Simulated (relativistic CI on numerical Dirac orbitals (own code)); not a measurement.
# Level scheme of K2+

Method of calculation: Dirac-Coulomb-Breit CI, KLI orbitals optimised for each configuration, model QED, valence Slater integrals scaled by 0.85, P86 correlation energy added to each configuration (own radial code, finite nucleus).

CI space (outside the closed core [Ne]): 3s²3p⁵, 3s3p⁶, 3s²3p⁴3d, 3s3p⁵3d, 3s²3p⁴4s, 3s²3p⁴4p, 3s²3p⁴4d, 3s²3p⁴5s, 3s²3p⁴5p, 3s²3p⁴4f, 3s²3p⁴5d, 3s²3p⁴6s, 3s²3p⁴6p, 3s²3p⁴5f, 3s²3p⁴5g, 3s²3p⁴6d, 3s3p⁵4s, 3p⁶3d, 3s3p⁴3d², 3s3p⁵4p, 3s3p⁵4d, 3s²3p³3d², 3s²3p²3d³, 3s3p³3d³, 3s²3p²3d²4s, 3s²3p²3d²4p, 3s²3p²3d²4d, 3p⁵3d², 3p⁴3d³, 3p⁴3d²4s, 3p⁴3d²4p, 3p⁴3d²4d. Double excitations out of closed p, d and f shells are left out; levels of such configurations are missing from the list, as are those of other unlisted configurations, and high levels can miss mixing partners. These lack a partner that the ground configuration has and come out too high: 3s²3p⁴5s, 3s²3p⁴5p, 3s²3p⁴4f, 3s²3p⁴5d, 3s²3p⁴6s.

The lowest level is 3s²3p⁵ ²P°3/2, with 97 % of that term; Hund's rules for 3s²3p⁵ give ²P° with J = 3/2, in agreement.

```csv
No.,Configuration,Term,J,E (cm⁻¹),%,Landé g,Lifetime (s),jj configuration (%)
1,3s²3p⁵,²P°,3/2,0.0,97,1.334,,3p3/2^3 (97)
2,3s²3p⁵,²P°,1/2,2143.0,97,0.666,5.65e+00,3p1/2 3p3/2^4 (97)
3,3s3p⁶,²S,1/2,137174.6,66,2.002,1.57e-09,3s (66)
4,3s²3p⁴3d,⁴D,7/2,172402.7,97,1.429,,3p1/2 3p3/2^3 3d5/2 (47)
5,3s²3p⁴3d,⁴D,5/2,172608.9,97,1.371,,3p3/2^2 3d3/2 (31)
6,3s²3p⁴3d,⁴D,3/2,172824.8,97,1.200,,3p3/2^2 3d3/2 (38)
7,3s²3p⁴3d,⁴D,1/2,172985.1,97,0.000,,3p1/2 3p3/2^3 3d3/2 (74)
8,3s²3p⁴3d,⁴F,9/2,186318.5,97,1.333,7.76e+00,3p3/2^2 3d5/2 (72)
9,3s²3p⁴3d,⁴F,7/2,187097.6,97,1.238,9.05e+00,3p1/2 3p3/2^3 3d5/2 (52)
10,3s²3p⁴3d,⁴F,5/2,187661.8,97,1.029,5.45e-07,3p1/2 3p3/2^3 3d3/2 (57)
11,3s²3p⁴3d,⁴F,3/2,188035.7,97,0.400,3.34e-07,3p1/2 3p3/2^3 3d3/2 (41)
12,3s²3p⁴3d,²P,1/2,188226.9,96,0.671,6.41e-08,3p3/2^2 3d5/2 (53)
13,3s²3p⁴3d,²P,3/2,189612.5,95,1.338,3.89e-08,3p1/2 3p3/2^3 3d5/2 (48)
14,3s²3p⁴3d,⁴P,1/2,192536.3,97,2.662,9.09e-08,3p3/2^2 3d3/2 (49)
15,3s²3p⁴3d,⁴P,3/2,192957.6,95,1.723,1.65e-07,3p1/2 3p3/2^3 3d3/2 (28)
16,3s²3p⁴3d,⁴P,5/2,193523.6,97,1.599,3.04e-07,3p1/2 3p3/2^3 3d5/2 (52)
17,3s²3p⁴3d,²D,3/2,194294.1,96,0.806,5.43e-09,3p3/2^2 3d3/2 (37)
18,3s²3p⁴3d,²D,5/2,195477.6,95,1.196,5.94e-09,3p1/2 3p3/2^3 3d5/2 (60)
19,3s²3p⁴3d,²F,7/2,196904.1,91,1.127,2.10e+00,3p3/2^2 3d5/2 (39)
20,3s²3p⁴3d,²F,5/2,198607.2,96,0.862,4.79e-07,3p1/2 3p3/2^3 3d5/2 (38)
21,3s²3p⁴3d,²G,9/2,200156.5,97,1.112,1.50e+00,3p1/2 3p3/2^3 3d5/2 (72)
22,3s²3p⁴3d,²G,7/2,200260.9,91,0.906,2.33e+00,3p1/2 3p3/2^3 3d3/2 (77)
23,3s²3p⁴3d,²F,5/2,213228.4,97,0.858,6.23e-08,3p1/2 3p3/2^3 3d3/2 (39)
24,3s²3p⁴3d,²F,7/2,213602.7,97,1.143,4.19e-01,3p1/2 3p3/2^3 3d5/2 (73)
25,3s²3p⁴4s,⁴P,5/2,216178.1,97,1.600,7.27e-08,3p3/2^2 4s (71)
26,3s²3p⁴4s,⁴P,3/2,217459.5,96,1.726,4.74e-09,3p1/2 3p3/2^3 4s (78)
27,3s²3p⁴4s,⁴P,1/2,218228.1,97,2.662,2.08e-08,3p1/2 3p3/2^3 4s (38)
28,3s²3p⁴4s,²P,3/2,221859.6,95,1.339,8.90e-11,3p3/2^2 4s (52)
29,3s²3p⁴4s,²P,1/2,223374.6,97,0.675,8.59e-11,3p1/2 3p3/2^3 4s (60)
30,3s²3p⁴3d,²D,3/2,227165.6,95,0.800,1.60e-09,3p3/2^2 3d3/2 (51)
31,3s²3p⁴3d,²D,5/2,227519.0,95,1.200,2.20e-09,3p3/2^2 3d5/2 (48)
32,3s²3p⁴4s,²D,5/2,234365.7,96,1.202,1.35e-10,3p1/2 3p3/2^3 4s (69)
33,3s²3p⁴4s,²D,3/2,234448.5,96,0.803,1.59e-10,3p1/2 3p3/2^3 4s (72)
34,3s²3p⁴3d,²S,1/2,243011.6,50,1.889,1.88e-11,3p1/2 3p3/2^3 3d3/2 (27)
35,3s²3p⁴3d,²P,3/2,243059.5,77,1.276,2.53e-11,3p3/2^2 3d5/2 (43)
36,3s²3p⁴3d,²D,5/2,243465.7,80,1.200,2.31e-11,3p3/2^2 3d5/2 (50)
37,3s²3p⁴3d,²P,1/2,244130.2,79,0.779,2.50e-11,3p1/2 3p3/2^3 3d5/2 (61)
38,3s²3p⁴4p,⁴P°,5/2,245359.8,95,1.595,1.26e-09,3p3/2^2 4p3/2 (44)
39,3s²3p⁴3d,²D,3/2,245541.3,72,0.857,2.30e-11,3p1/2 3p3/2^3 3d5/2 (46)
40,3s²3p⁴4p,⁴P°,3/2,245774.8,94,1.724,1.27e-09,3p3/2^2 4p1/2 (45)
41,3s²3p⁴4p,⁴P°,1/2,246316.1,96,2.636,1.27e-09,3p1/2 3p3/2^3 4p1/2 (49)
42,3s²3p⁴4p,⁴D°,7/2,249114.2,98,1.428,1.19e-09,3p3/2^2 4p3/2 (72)
43,3s²3p⁴4p,⁴D°,5/2,249791.8,81,1.348,1.26e-09,3p3/2^2 4p1/2 (43)
44,3s²3p⁴4p,⁴D°,3/2,250487.2,92,1.193,1.22e-09,3p1/2 3p3/2^3 4p1/2 (60)
45,3s²3p⁴4p,⁴D°,1/2,250845.4,97,0.020,1.20e-09,3p3/2^4 4p1/2 (33)
```

Energies count from the lowest computed level; ° marks odd parity; lifetimes are radiative, by E1, M1, E2 decay to levels of this space only; some are left blank where a channel outside the calculation adds to the decay or the decay crosses a small, uncertain gap. Filled j subshells are mostly left out of the jj labels.

The mean weight of the leading LS term, summed over parents, in these 45 levels is 92 %, and that of the leading jj configuration (from the same eigenvectors) 54 %, so LS coupling describes them better.

Correlation outside the listed configurations is missing or only estimated: errors of thousands of cm⁻¹ between configurations and terms are usual at this charge. Rates and lifetimes follow the computed energies and can be off by large factors. The fine structure of a lone outer electron comes out too small, for d and f at times inverted, and misplaced configurations move strength between like terms. 32 of the 38 excited levels that our extract of the measured tables holds in this range could be paired (the sources list more); they are missed by 9809 cm⁻¹ on average and 44241 at most, and levels without a partner can miss by more.
